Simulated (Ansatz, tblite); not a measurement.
Cost and result up the ladder for K₂S (the lowest singlet isomer of a short search) (3 atoms). Charge 0, multiplicity 1. Geometry: r2SCAN-D4/def2-TZVP.

```xyz
3

K    -0.220    0.943   -2.566
K     0.242   -0.940    2.565
S    -0.021   -0.004    0.001
```

Ansatz on 4 threads of Arm Neoverse V1 on a shared host; xTB runs through tblite on one thread. Times are rough, summed over both states, and most runs start from the orbitals of an earlier one. CCSD(T)/def2-TZVPP serves as the yardstick here, not as an exact answer. The other state is a quintet at its own geometry, which has other bonds, so the gap mixes isomer and spin.

The xTB rows come from tblite. B3LYP takes the VWN-RPA correlation. Correlated methods freeze 15 core orbitals; core or outer-core shells of K are correlated, in sets that lack core-valence functions. At PBE0-D4/def2-TZVP a singlet of charge 0 lies 4.53 eV below the quintet, each at its own geometry. The structure comes from a short search, and lower isomers may exist.

Correlated methods converge slowly with the basis.

xTB has no spin-polarisation term.

```tsv
level	functions	wall time	quintet − singlet (eV)	difference from CCSD(T)/def2-TZVPP (eV)
GFN1-xTB	17	0.005 s	9.29	4.97
GFN2-xTB	17	0.008 s	5.51	1.19
MP2/def2-TZVP	103	1.2 s	4.52	0.19
LDA (SPW92)/def2-TZVP	103	1.3 s	5.39	1.07
revPBE-D4/def2-TZVP	103	2.5 s	4.42	0.10
PBE-D4/def2-TZVP	103	3.1 s	4.66	0.34
RPA@PBE/def2-TZVP	103	3.5 s	3.87	-0.46
B3LYP-D4/def2-TZVP	103	4.5 s	4.40	0.08
PBE0-D4/def2-TZVP	103	6.1 s	4.53	0.20
CCSD(T)/def2-TZVPP	108	6.4 s	4.33	0.00
r2SCAN-D4/def2-TZVP (with forces)	103	10 s	4.85	0.53
ωB97M-V/def2-TZVP	103	18 s	4.98	0.66
B97M-V/def2-TZVP	103	21 s	4.71	0.39
```
